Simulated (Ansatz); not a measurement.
The cluster Si₄ was relaxed with r2SCAN-D4 (def2-TZVP, def2-TZVPD) in Ansatz in these states: charge +1 doublet, charge -1 doublet, neutral quintet, neutral singlet, neutral triplet. The geometries follow in no particular order.

A:

Cartesian coordinates in Å:
```
Si 1.5355 -0.6034 0.9249
Si -1.5353 0.6031 -0.9255
Si 0.6014 1.0586 -0.3078
Si -0.6016 -1.0583 0.3084
```

B:

```xyz
4

Si    1.233    1.071    0.925
Si   -0.868   -1.043   -1.297
Si   -0.727    1.010   -0.273
Si    0.362   -1.037    0.645
```

C:

```xyz
4

Si    1.583    0.879    0.442
Si   -1.581   -0.881   -0.442
Si    0.084    0.468   -1.233
Si   -0.086   -0.466    1.234
```

D:

```xyz
4

Si    0.003    1.225    1.579
Si   -0.002   -1.226   -1.579
Si    0.487    0.838   -0.651
Si   -0.489   -0.837    0.650
```

E:

```xyz
4

Si   -0.887   -0.415    1.722
Si    0.889    0.412   -1.722
Si    0.806    0.668    0.576
Si   -0.809   -0.665   -0.577
```

Question: Judge from the bond lengths which geometry belongs to which state (an estimate).

Answer: A is the neutral triplet (Si3–Si4 2.512 Å, Si1–Si3 2.270 Å, Si2–Si4 2.270 Å); B is the neutral quintet (Si3–Si4 2.494 Å, Si1–Si3 2.298 Å, Si2–Si4 2.298 Å); C is the charge +1 doublet (Si3–Si4 2.643 Å, Si1–Si3 2.284 Å, Si2–Si4 2.284 Å); D is the charge -1 doublet (Si3–Si4 2.335 Å, Si1–Si3 2.315 Å, Si2–Si4 2.315 Å); E is the neutral singlet (Si3–Si4 2.390 Å, Si1–Si3 2.313 Å, Si2–Si4 2.313 Å).
